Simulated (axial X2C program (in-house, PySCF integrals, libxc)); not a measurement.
Spectroscopic constants of ZnC⁺

Computed with an in-house all-electron X2C program for linear molecules (integrals from PySCF). Spin-free means the one-electron spin-free X2C Hamiltonian; two-component (2c) means X2C with spin–orbit coupling and atomic mean-field two-electron Coulomb and Gaunt terms, so the difference of the two also holds small scalar two-electron terms. Basis: Zn dyall-cv3z [9s10p6d3f2g], C dyall-v3z [7s6p2d1f] (cores contracted in-house); Gaussian nuclei, density fitting, unrestricted open shells. Masses: Zn 63.929 u, C 12.000 u.

Input:
```json
{
 "zs": [
  30,
  6
 ],
 "q": 1,
 "bas": [
  "dyall-cv3z",
  "dyall-v3z"
 ],
 "levels": [
  "PBE0",
  "HF",
  "BLYP"
 ],
 "cc": true,
 "r0": 1.87,
 "thr": -2.0,
 "nmax": 90,
 "npts": 10,
 "nst": 2,
 "ntry": 6
}
```
```bash
python so2c.py task.json out
```

Keys: zs atomic numbers; q charge; bas basis sets; levels methods; cc coupled cluster on or off; r0 starting distance in Å; thr threshold in hartree for freezing inner shells (an s shell follows its p shell); nmax most natural virtual spinors; npts points on the curve; nst determinants followed; ntry starts of the search. HF also brings MP2.

State, spin-free: M_S = 1/2, Λ = 1 (beyond evenly filled blocks: π+α); electrons by block: σα: 9, σβ: 9, π+α: 4, π+β: 3, π-α: 3, π-β: 3, δ+α: 1, δ+β: 1, δ-α: 1, δ-β: 1. Fragments: Zn+ + C.

State, 2c: Ω = 1/2 (⟨Sz⟩ = -0.50, ⟨Lz⟩ = 1.00 at PBE0); electrons by block: 1/2: 13, -1/2: 12, 3/2: 4, -3/2: 4, 5/2: 1, -5/2: 1. Fragments: Zn+ + C.

```csv
Hamiltonian,level,Re (Å),ωe (cm⁻¹),ωexe (cm⁻¹),Be (cm⁻¹),αe (cm⁻¹),De (eV),k (mdyn/Å),μ (D)
spin-free,PBE0,2.067,434.6,4.58,0.3905,0.00491,1.62,1.12,-0.65
spin-free,HF,2.359,273.4,3.6,0.2998,0.00492,0.533,0.445,0.75
spin-free,CCSD,2.112,385.9,3.62,0.3741,0.0051,1.28,0.887,n/a
spin-free,CCSD(T),2.084,405.7,3.76,0.3841,0.00507,n/a,0.98,n/a
spin-free,BLYP,2.077,415.0,3.43,0.3868,0.00465,1.98,1.03,-0.09
2c,PBE0,2.066,434.8,4.57,0.3908,0.00491,1.62,1.13,-0.65
2c,HF,2.359,273.3,3.59,0.2998,0.00491,0.535,0.445,0.75
2c,CCSD,2.111,385.9,3.63,0.3743,0.00508,1.28,0.887,n/a
2c,CCSD(T),2.084,405.6,3.72,0.3842,0.00504,n/a,0.979,n/a
2c,BLYP,2.076,415.2,3.43,0.3871,0.00465,1.99,1.03,-0.10
```

Correlated methods: 15 electrons correlated (number of frozen shells: Zn 3 s, 2 p; C 1 s), 225 virtual spin orbitals or spinors in MP2, 90 natural virtuals in coupled cluster.

Dipoles are positive if C is the positive end and refer to the centre of mass.

Occupations by symmetry block were frozen at the best pattern of an incomplete PBE0 search. De is counted from the lowest determinant-based energies of the atoms at the same level, without counterpoise correction. De is not given where an atomic determinant may have missed its ground term or J level, or where the truncated virtual space spoils (T). Density functionals use the spin component along the axis (collinear). Coupled cluster ran in a truncated set of natural virtual spinors; the MP2 energy of the rest was added. (T) has no such correction and the atoms are truncated less, which lowers De at CCSD(T) by a hundredth of an eV or more. In 2c an atomic determinant is not the ground J level, so De misses part of the atomic spin–orbit lowering. This holds for PBE0, CCSD, BLYP. Without a current term, density functionals place determinants with orbital angular momentum somewhat too high. The determinant is spin-polarised beyond a pure state at some levels (its spin-free form has ⟨S²⟩ too high), which makes Re and μ there less reliable.

No reliable constants came from MP2 (2c), MP2 (spin-free): no minimum in range, unconverged points, a curve that is not smooth, a change of character along it, or the two Hamiltonians disagreeing along it.

Rough cost a point (2c) on 1 thread(s) of a shared host, integrals apart: PBE0 0.3 s, HF 0.24 s, CCSD(T) 8 s, BLYP 0.21 s.

The whole task took 2.6 min on 1 thread of Arm Neoverse V2 (shared host).
